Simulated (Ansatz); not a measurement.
Correlation energies of `CO[SiH2][SiH2]N` by basis set

```csv
atom,x (Å),y (Å),z (Å)
C1,1.3007,-1.4347,0.9772
O2,0.0593,-1.8471,0.4511
Si3,-0.6854,-1.0495,-0.7836
Si4,-1.2129,1.1757,-0.2445
N5,0.2611,2.0581,-0.0311
H6,1.5353,-2.0699,1.8330
H7,2.1014,-1.5432,0.2356
H8,1.2737,-0.3906,1.3089
H9,-1.9146,-1.8242,-1.0914
H10,0.1925,-1.0467,-1.9976
H11,-2.1335,1.7064,-1.3026
H12,-1.9575,1.2602,1.0422
H13,0.2219,2.9864,0.3616
H14,0.9579,2.0191,-0.7588
```

The species carries charge 0 and has multiplicity 1. Geometry: relaxed with PBE0-D4/def2-TZVP. It is one conformer, not always the lowest. Frozen core, restricted reference, Ansatz. CBS rows extrapolate triple and quadruple zeta; past MP2 they add the triple-zeta difference.

```csv
basis,HF (Eh),MP2 corr.,CCSD corr.,(T),CCSD(T) total
def2-TZVPP,-750.43521,-0.87665,-0.93492,-0.03387,-751.40400
def2-QZVPP,-750.46216,-0.94151,–,–,–
CBS(def2),-750.46588,-0.98955,-1.04781,as TZ,-751.54756
```
